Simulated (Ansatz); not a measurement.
`[F][Al]([Br])[Br]` + H₂S → `[SH][Al]([Br])[Br]` + H–F at 600 K and 1 bar (ligand exchange at the Al–F bond).

Program: Ansatz. Geometries: PBE0-D4/def2-TZVP. ΔE: electronic, gas phase. CCSD(T)/CBS is the MP2 limit (def2-TZVPP, def2-QZVPP) plus CCSD(T) − MP2 in def2-TZVPP, frozen cores. This one scheme is used for every species. For Br outer-core shells are correlated without core-valence functions, which leaves a few kJ/mol of doubt a bond. Scalar relativity is left out up to krypton. Each species was taken in one conformer, which may not be the lowest.

| species | CCSD(T)/CBS energy (Eh) | H − E (kJ/mol) | S (J/(mol·K)) |
| --- | --- | --- | --- |
| `[F][Al]([Br])[Br]` | -5488.66195 | 52.7 | 387.1 |
| H₂S | -398.97279 | 60.8 | 230.9 |
| `[SH][Al]([Br])[Br]` | -5787.21638 | 78.9 | 425.8 |
| H–F | -100.39570 | 42.3 | 194.0 |

H − E and S are ideal-gas, rigid-rotor, harmonic terms from PBE0-D4/def2-TZVP, for one conformer and one mirror image of each species. 1 Eh = 2625.50 kJ/mol, R = 8.31446 J/(mol·K).

**Question.** By hand: ΔE, ΔH, ΔS and ΔG.

**Answer.** ΔE = (-5787.21638) + (-100.39570) − (-5488.66195) − (-398.97279) = 0.02266 Eh = 59.5 kJ/mol. Δ(H − E) = 78.9 + 42.3 − 52.7 − 60.8 = 7.7, so ΔH = 67.2 kJ/mol. ΔS = 425.8 + 194.0 − 387.1 − 230.9 = 1.8 J/(mol·K). ΔG = 67.2 − 600 × (1.8)/1000 = 66.1 kJ/mol.

**Question.** By hand: the equilibrium constant, and the temperature at which ΔG would vanish if ΔH and ΔS stayed fixed.

**Answer.** log₁₀ K = −ΔG/(RT ln 10) = -5.8. ΔG = 0 at ΔH/ΔS = 37333 K, far beyond where these terms or the molecules hold.

The number of gas molecules stays the same, so ΔS is small and ΔH decides. A doubt of 5 kJ/mol in ΔE shifts log₁₀ K by 0.4 here. Other conformers and mirror images would add mixing entropy, several J/(mol·K) or more a flexible species. These are equilibria of isolated gas molecules and say nothing of rates. Largest T1 diagnostic: 0.009 (customary marks: 0.02 for closed shells, 0.045 for open ones).
